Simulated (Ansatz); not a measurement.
```yaml
crystal:
  periodic: [false, false, false]
  atoms:
    - {symbol: Al, position_ang: [-0.201266, 0.702245, 1.370434]}
    - {symbol: Al, position_ang: [0.382700, 0.830408, -1.740160]}
    - {symbol: Cu, position_ang: [1.417478, -1.015209, 1.848352]}
    - {symbol: Cu, position_ang: [-1.506409, -0.133144, -0.546031]}
    - {symbol: Cu, position_ang: [-1.736638, 1.698117, -2.030869]}
    - {symbol: Cu, position_ang: [1.875687, 0.722989, 0.182765]}
    - {symbol: Cu, position_ang: [-0.868997, -1.603590, 1.335275]}
    - {symbol: Cu, position_ang: [0.637426, -1.201815, -0.419777]}
basis:
  gaussian: {orbitals: def2-SVP, initial_orbitals: start.molden}
magnetization: {spin_polarized: true, initial_magnetization: 2}
hamiltonian: {xc: {name: wB97M-V}}
scf: {omitted_lower_state_checks: [starts]}
output: {orbitals: {seedname: orbitals}}
```

The file start.molden holds the orbitals of an earlier run on this structure, at another level or in another basis.

```sh
$ ansatz run in.yaml --threads 4 --pin off --events-out ev --progress --plain --max-ram 6963MiB
```

Problem. Does this run fit into the memory that it is given?

Solution. No. It has 222 basis functions, and Ansatz plans for 7.20 GiB where 6.79 GiB are given.
